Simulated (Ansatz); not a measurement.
Ansatz (a quantum-chemistry and plane-wave program) input (B3LYP-D3(BJ)/def2-TZVP):

Ansatz 0.2 input:
```yaml
crystal:
  periodic: [false, false, false]
  atoms:
    - {symbol: B, position_ang: [0.31097550, 0.49386282, -0.00385494]}
    - {symbol: F, position_ang: [0.26367326, 1.82728543, -0.11040147]}
    - {symbol: N, position_ang: [1.52563057, -0.15818292, 0.11702827]}
    - {symbol: N, position_ang: [-0.93994705, -0.17755699, -0.02347732]}
    - {symbol: H, position_ang: [1.68800661, -1.14342726, 0.19948436]}
    - {symbol: H, position_ang: [-1.79833646, 0.33723827, -0.11544214]}
    - {symbol: H, position_ang: [-1.05305995, -1.17175098, 0.04458218]}
basis:
  gaussian:
    orbitals: def2-TZVP
hamiltonian:
  xc: b3lyp
  dispersion: d3bj
magnetization: {spin_polarized: true, initial_magnetization: 1}
relax: {f_tol: 0.002, max_steps: 150}
```

End of the output:

```
767 factors; their error is unknown
mean field: 0.60 GiB planned
mean field evaluation 256: about -6426.7030 eV, gradient 2.4e-3 eV
mean field -6426.70301070 eV, -236.1769794676 hartree, gradient 2.5e-5 eV, S^2 0.753640; 3 other end points of the search recorded, 0 dependent functions left out
the calculation of the forces begins
reference -6426.70323008 eV, -236.1769875297 hartree; 16, 15 occupied and 126, 127 virtual orbitals, 767 factors
Total energy: -6426.86138089 eV, -236.1827994645 hartree
Atom 0 at     0.246769     0.314551     0.045885 Å, force     0.000886    -0.000409    -0.000187 eV/Å
Atom 1 at     0.480782     1.609215    -0.260685 Å, force    -0.000133     0.000537     0.000006 eV/Å
Atom 2 at     1.344123    -0.550291     0.439046 Å, force    -0.001171    -0.000637     0.000400 eV/Å
Atom 3 at    -1.070536    -0.157839     0.040207 Å, force    -0.000435    -0.000120    -0.000165 eV/Å
Atom 4 at     2.145486    -0.509633    -0.192603 Å, force     0.000720     0.000404    -0.000350 eV/Å
Atom 5 at    -1.844980     0.395187    -0.285272 Å, force    -0.000163    -0.000036    -0.000025 eV/Å
Atom 6 at    -1.304702    -1.093721     0.321340 Å, force     0.000297     0.000261     0.000321 eV/Å
Dipole moment:    -0.301264    -0.204356    -0.224085 e Å
```

It need not be the lowest isomer of its formula.
